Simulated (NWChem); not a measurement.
Species: GeHBr, singlet; SMILES [Br][GeH]

```xyz
3

Ge     0.0043    -1.2001     0.0000
H     -1.5942    -1.2896     0.0000
Br     0.0190     1.1415     0.0000
```
Atoms are numbered in this order, from 1.

Program: NWChem. Pople sets run with spherical d functions. Low-valent species are run as closed-shell singlets; no triplet was tried in these runs. All runs use the structure optimised with PBE0/def2-SVP. Vzz is the largest principal value of the second derivative of the potential at the nucleus (NWChem prints the opposite sign); η is the asymmetry. Non-relativistic.

| level | Vzz Ge1 (a.u.) | η Ge1 | Vzz Br3 (a.u.) | η Br3 | relative time |
|---|---|---|---|---|---|
| CAM-B3LYP/cc-pVTZ | 4.018 | 0.97 | 3.156 | 0.95 | 40 |
| CAM-B3LYP/def2-TZVP | 4.253 | 0.98 | 3.222 | 0.94 | 6 |
| PBE/6-31G* | -3.241 | 0.98 | -3.155 | 0.90 | 2 |
| PBE/def2-SVP | 3.404 | 0.99 | -3.389 | 0.83 | 1 |

The last column is a rough cost ratio, cheapest run = 1.
